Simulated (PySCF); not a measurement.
BH₂, SMILES [BH2] (connectivity only; charge and spin as stated), charge +1, multiplicity 1.

The structure is a stationary point at PBE0-D3(BJ)/def2-TZVPD. The multiplicity is an assumed one; other spin states were not compared. The isomer is the one that the SMILES or the coordinates give; other isomers of the formula were not compared.

Two levels are set side by side: PBE/def2-TZVPD (PySCF) and B3LYP/def2-TZVPD (PySCF). Same geometry, gas phase. Differences are taken from unrounded values.

```csv
quantity,B3LYP,PBE,PBE minus B3LYP
orbital gap (eV),9.17,6.84,-2.33
highest occupied level (eV),-20.32,-18.95,1.38
lowest empty level (eV),-11.16,-12.11,-0.95
mean polarisability (bohr³),9.6,9.8,0.2
```

PBE's occupied levels lie high since its potential decays too fast outside the molecule; exact exchange lowers them and widens the gap. Differences between two approximate levels are no errors against the true value.
